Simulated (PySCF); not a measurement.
Level of theory: PBE-D3(BJ)/def2-TZVP // B3LYP-D3(BJ)/def2-TZVP (PySCF). All species are isolated molecules in the gas phase. Excitations are Tamm–Dancoff values on a coarser integration grid. The basis has no diffuse functions, so Rydberg states are missing or too high.

Reference species (SMILES): `BrB(Br)Br` (neutral, multiplicity 1).

- HOMO–LUMO gap = 4.07 eV
- T1 excitation (TDA) = 3.98 eV

Changed species: `CB(Br)Br` (1 of 3 Br replaced by CH3; the reference has 0 of 3 Br replaced by CH3).

Problem. What does the change do to the HOMO–LUMO gap and T1 excitation (TDA)?

Solution. the HOMO–LUMO gap rises by 0.38 eV, to 4.45 eV; the T1 excitation (TDA) goes up by 0.38 eV, to 4.36 eV.
